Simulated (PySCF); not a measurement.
A structure optimised at B3LYP-D3(BJ)/def2-SVP, used in a PySCF frequency run:

```xyz
5

Si     0.5752     0.4282     0.0000
Cl    -0.2197     2.3277     0.0000
Br    -0.0909    -0.6583    -1.8178
Br    -0.0909    -0.6583     1.8178
H      2.0482     0.5155     0.0000
```

Task: Write its SMILES, formula and point group.

Result: Cl[SiH](Br)Br, Br₂ClHSi, Cs

Task: What are its rotational constants (standard atomic weights)?

Result: 1.7873, 0.92805, 0.63620 GHz
